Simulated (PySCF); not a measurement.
# Ni²⁺ (nickel, charge +2): PBE0 calculation

Configuration: [Ar] 3d7 4s1, high-spin 5F determinant (an excited configuration). Computed with PySCF 2.14 in aug-cc-pwCVTZ (10s9p7d4f3g, 127 functions), with the non-relativistic Hamiltonian (point nucleus).

- Total energy: -1506.865 hartree
- One-electron energy: -2065.667 hartree
- Hartree (Coulomb) energy: 620.945 hartree
- Exchange-correlation energy: -62.143 hartree
- Kinetic energy: 1505.65790 hartree
- ⟨S²⟩: 6.0007
- ⟨L²⟩: 12.009
- Sum of ⟨r⟩: 16.62 bohr
- Sum of ⟨r²⟩: 19.11 bohr²
- Density at the nucleus (Gaussians lack the cusp): 14800 bohr⁻³
- Spin density at the nucleus: 9.23 bohr⁻³
- Langevin diamagnetic susceptibility: -15.1 ×10⁻⁶ cm³/mol

| shell | electrons | mean orbital energy (eV) | spread (eV) | rms radius, mean of both spins (bohr) |
| --- | --- | --- | --- | --- |
| 1s α | 1 | -8198.4 | 0 | 0.0635 |
| 1s β | 1 | -8198.3 | 0 | 0.0635 |
| 2s α | 1 | -1009.4 | 0 | 0.269 |
| 2s β | 1 | -1007.1 | 0 | 0.269 |
| 2p α | 3 | -883.54 | 0 | 0.240 |
| 2p β | 3 | -881.66 | 0 | 0.240 |
| 3s α | 1 | -144.01 | 0 | 0.800 |
| 3s β | 1 | -138.94 | 0 | 0.800 |
| 3p α | 3 | -104.98 | 0 | 0.840 |
| 3p β | 3 | -99.596 | 0 | 0.840 |
| 3d α | 5 | -39.948 | 1.481 | 1.02 |
| 3d β | 2 | -36.756 | 0 | 1.02 |
| 4s α | 1 | -25.270 | 0 | 2.42 |
